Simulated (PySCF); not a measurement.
Compound: 2-fluoropyridine, C5H4FN.
SMILES with atom numbers: `[F:1][c:2]1[cH:3][cH:4][cH:5][cH:6][n:7]1` (hydrogens: H8 on C3; H9 on C4; H10 on C5; H11 on C6)

Method used: PBE0-D3(BJ)/def2-SVP geometry optimisation, gas phase (PySCF 2.14.0).

Q: List the bond lengths and angles at this level.

A: 
```json
{"bond": "F1–C2", "length (Å)": "1.325", "order": "single"}
{"bond": "C2–C3", "length (Å)": "1.396", "order": "aromatic"}
{"bond": "C3–C4", "length (Å)": "1.389", "order": "aromatic"}
{"bond": "C4–C5", "length (Å)": "1.397", "order": "aromatic"}
{"bond": "C5–C6", "length (Å)": "1.391", "order": "aromatic"}
{"bond": "C6–N7", "length (Å)": "1.334", "order": "aromatic"}
{"bond": "C2–N7", "length (Å)": "1.308", "order": "aromatic"}
{"bond": "C3–H8", "length (Å)": "1.091", "order": "single"}
{"bond": "C4–H9", "length (Å)": "1.093", "order": "single"}
{"bond": "C5–H10", "length (Å)": "1.091", "order": "single"}
{"bond": "C6–H11", "length (Å)": "1.096", "order": "single"}
```

Orders are formal, as drawn. A selection of angles:
```json
{"angle": "F1–C2–C3", "degrees": "118.3"}
{"angle": "F1–C2–N7", "degrees": "116.6"}
{"angle": "C3–C2–N7", "degrees": "125.2"}
{"angle": "C2–C3–C4", "degrees": "116.9"}
{"angle": "C2–C3–H8", "degrees": "120.3"}
{"angle": "C4–C3–H8", "degrees": "122.8"}
{"angle": "C3–C4–C5", "degrees": "119.2"}
{"angle": "C3–C4–H9", "degrees": "120.1"}
{"angle": "C5–C4–H9", "degrees": "120.7"}
{"angle": "C4–C5–C6", "degrees": "118.1"}
{"angle": "C4–C5–H10", "degrees": "121.4"}
{"angle": "C6–C5–H10", "degrees": "120.6"}
{"angle": "C5–C6–N7", "degrees": "123.2"}
{"angle": "C5–C6–H11", "degrees": "120.5"}
{"angle": "N7–C6–H11", "degrees": "116.2"}
{"angle": "C2–N7–C6", "degrees": "117.5"}
```

The 7 heavy atoms lie in one plane (0.000 Å rms). The 6-membered ring C2–C3–C4–C5–C6–N7 has internal angles of 116.9° to 125.2°; it is planar, 0.00 Å rms from its mean plane, widest ring torsion 0°. The 2 C–N bonds span 1.308 Å (C2–N7, aromatic) to 1.334 Å (C6–N7, aromatic), a spread of 0.026 Å. N7 (pyridine-type nitrogen) is bent (angle 117.5°).

Point group: Cs (tolerance 0.08 Å). PBE0-D3(BJ)/def2-SVP frequencies: not computed here.
